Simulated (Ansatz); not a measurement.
Basis sets compared for (Cl)2Si(OSiH2)2O (Si3Cl2O3H4). The state is a singlet with charge 0. Geometry PBE-D4/def2-SVP. Ansatz on 2 threads of AMD EPYC 7R13 on a shared host and a share (18 GiB) of an NVIDIA H100 80GB HBM3; times are rough, and most runs start from earlier orbitals.

```xyz
12

Si    1.0365   -1.3172   -0.2214
Cl    3.0474   -1.1987   -0.6083
Cl    0.4792   -3.2899   -0.1451
O     0.1939   -0.5489   -1.4239
Si   -0.8698    0.7613   -1.3830
O    -0.9910    1.2657    0.2118
Si   -0.2882    0.7124    1.6304
O     0.7074   -0.5912    1.2315
H    -2.2090    0.3100   -1.8719
H    -0.3062    1.8656   -2.2189
H    -1.3520    0.2371    2.5676
H     0.5517    1.7938    2.2313
```

Binding counts from free atoms (Si triplet, Cl doublet, O triplet, H doublet) in the same basis, without a counterpoise term.

```
           level  functions  energy (Eh)  HOMO (eV)  LUMO (eV)  binding per atom (eV)  wall time
 PBE-D4/def2-SVP        152   -2015.5380      -7.36      -0.84                   4.16      2.7 s
PBE0-D4/def2-SVP        152   -2015.7027      -8.84       0.13                   4.07      3.7 s
```

Problem. Estimate the rows for PBE-D4/def2-TZVP, PBE0-D4/def2-TZVP.

Solution. 
| level | functions | energy (Eh) | HOMO (eV) | LUMO (eV) | binding per atom (eV) | wall time |
| --- | --- | --- | --- | --- | --- | --- |
| PBE-D4/def2-TZVP | 302 | -2016.4699 | -7.48 | -1.22 | 4.21 | 8 s |
| PBE0-D4/def2-TZVP | 302 | -2016.6287 | -8.91 | -0.27 | 4.14 | 8.5 s |
